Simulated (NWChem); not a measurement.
## Excited singlets of CH3FSi by symmetry

```xyz
6

Si     0.0729    -0.6822     0.0000
F      1.3303     0.3833     0.0000
C     -1.3511     0.5843     0.0000
H     -2.3467     0.1116     0.0000
H     -1.2703     1.2421    -0.8861
H     -1.2703     1.2421     0.8861
```
Charge 0, spin multiplicity 1.

Program: NWChem. All single points use one geometry, from B3LYP/def2-SVP, a minimum by its harmonic frequencies.

Basis set: def2-SVPD. Symmetry labels belong to the abelian group Cs used in the runs, with the axes of the coordinates shown. Entries are the lowest vertical excitation energy of each symmetry in eV (for CIS and TDDFT among the lowest few roots); a state of one symmetry need not have the same character in every method. Symmetries that some method's roots don't reach, or where a double excitation leads the EOM-CCSD root, are left out.

The correlated methods keep 7 core orbitals frozen. B3LYP has NWChem's definition, with VWN1-RPA local correlation. The structure started from a generated list of species. Coupled-cluster values serve here as a point of comparison, not as the truth.

| method | a" | a' |
|---|---|---|
| CIS | 3.67 | 6.65 |
| TD-PBE | 3.12 | 5.79 |
| TD-B3LYP | 3.23 | 6.01 |
| TD-BHandHLYP | 3.35 | 6.26 |
| EOM-CCSD | 3.42 | 6.30 |
